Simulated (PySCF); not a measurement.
# Electron correlation in Ir²⁺ (iridium, charge +2)

[Xe] 4f14 5d7, high-spin 4F determinant. All numbers are calculated (PySCF 2.14, a scalar-relativistic core potential, in aug-cc-pVTZ-PP with ECP60MDF (6s6p5d3f2g, 88 functions)). Frozen: 5s2 5p6; 7 electrons correlated.

```json
{"level": "CCSD", "correlation energy (mhartree)": "-152.06"}
{"level": "(T)", "correlation energy (mhartree)": "-4.54"}
{"level": "CCSD(T)", "correlation energy (mhartree)": "-156.60"}
```

Diagnostics: T1 = 0.0023, D1 = 0.0043, largest double amplitude 0.043.

Spin-orbit coupling, absent here, splits the open shell strongly.

Cost of the coupled-cluster step: roughly 40 core-seconds, for 7 correlated electrons.

Iterations:

```
CC2 = 0
CCSD nocc = (np.int64(5), np.int64(2)), nmo = (84, 84)
frozen orbitals [[0, 1, 2, 3], [0, 1, 2, 3]]
max_cycle = 100
direct = 0
conv_tol = 1e-08
conv_tol_normt = 1e-06
diis_space = 8
diis_start_cycle = 0
Init t2, MP2 energy = -0.147585130768882
Init E_corr(UCCSD) = -0.147585130774098
cycle = 1  E_corr(UCCSD) = -0.150228797264013  dE = -0.00264366649  norm(t1,t2) = 0.0214351
cycle = 2  E_corr(UCCSD) = -0.151048357511257  dE = -0.000819560247  norm(t1,t2) = 0.0124442
cycle = 3  E_corr(UCCSD) = -0.151941993070914  dE = -0.00089363556  norm(t1,t2) = 0.00873522
cycle = 4  E_corr(UCCSD) = -0.152035951126403  dE = -9.39580555e-05  norm(t1,t2) = 0.00315948
cycle = 5  E_corr(UCCSD) = -0.152045997657799  dE = -1.00465314e-05  norm(t1,t2) = 0.000986941
cycle = 6  E_corr(UCCSD) = -0.152063458217841  dE = -1.746056e-05  norm(t1,t2) = 0.000337288
cycle = 7  E_corr(UCCSD) = -0.152062139184362  dE = 1.31903348e-06  norm(t1,t2) = 5.33975e-05
cycle = 8  E_corr(UCCSD) = -0.152062142905242  dE = -3.72087972e-09  norm(t1,t2) = 1.17791e-05
cycle = 9  E_corr(UCCSD) = -0.1520622776282  dE = -1.34722958e-07  norm(t1,t2) = 3.0507e-06
cycle = 10  E_corr(UCCSD) = -0.152062277665683  dE = -3.74824616e-11  norm(t1,t2) = 7.16021e-07
UCCSD converged
E(UCCSD) = -102.9194499261754  E_corr = -0.1520622776656827
UCCSD(T) correction = -0.00454468558344941
```
